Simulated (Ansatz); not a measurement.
Ansatz results at the PBE0-D4/def2-TZVP geometry: HOMO–LUMO gap (B3LYP/def2-TZVPP) 5.90 eV; LUMO energy (ωB97M-V/def2-TZVPP) 1.57 eV; HOMO–LUMO gap (ωB97M-V/def2-TZVPP) 10.25 eV.

Each molecule was computed in one conformer, which needn't be the lowest.

(1) Which molecule gave them?
A. `C[N]=[W](=[N]C)([O]C)[O]C`
B. `[O]=[W]([Cl])([Cl])([Cl])[Cl]`
C. `C[N]=[W]([O]C)([O]C)([O]C)[O]C`
D. `[NH2][W](=[O])(=[O])[Cl]`

Results:

(1) A. The others give `[O]=[W]([Cl])([Cl])([Cl])[Cl]`: 3.59, -2.97, 8.16; `C[N]=[W]([O]C)([O]C)([O]C)[O]C`: 5.32, 0.68, 10.14; `[NH2][W](=[O])(=[O])[Cl]`: 6.47, 0.08, 11.29.

B3LYP here is the variant with VWN-RPA as its local correlation; programs differ in this.
